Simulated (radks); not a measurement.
Results of a calculation; reference values are marked as such.
All-electron atom: Ba IX in [Kr] 4d10 5s2.

Code: a radial shooting solver on a logarithmic mesh with Libxc functionals. Model: non-relativistic Kohn-Sham, r2SCAN, spin-polarised, spherical densities, point nucleus; meta-GGA in the generalised Kohn-Sham scheme; relativity is left out, which matters for an element this heavy.

Energy parts (hartree):
part                       energy
total                  -7871.0908
kinetic                 7868.6496
electron-nucleus      -18455.2041
Hartree                 2904.0462
exchange-correlation    -188.5826

Orbitals (lengths in bohr, moments of r in powers of bohr; <r^-3> diverges for s and p1/2; r(90%) holds 90 % of the orbital's charge):
orbital  occ.  eigenvalue (hartree)  r(90%)  <r^-3>      <r^2>
1s          2             -1313.118  0.0482       -  0.0009845
2s          2             -205.8707   0.179       -    0.01590
2p          6             -194.3370   0.160    5837    0.01191
3s          2             -46.68067   0.447       -     0.1065
3p          6             -41.73839   0.442    1128     0.1013
3d         10             -32.57526   0.417   185.5    0.08393
4s          2             -12.22167    1.00       -     0.5530
4p          6             -10.39191    1.05   235.0     0.5942
4d         10              -7.20765    1.17   32.08     0.7073
5s          2              -4.41094    2.14       -      2.572

The highest occupied level is 5s at -120.03 eV. Summed over all electrons, <r^2> = 18.65 bohr^2, which gives a Langevin (diamagnetic) susceptibility term of -14.8 x 10^-6 cm^3/mol. Virial ratio -V/T = 2.00031. The density falls to 0.001 e/bohr^3 at r = 2.73 bohr.
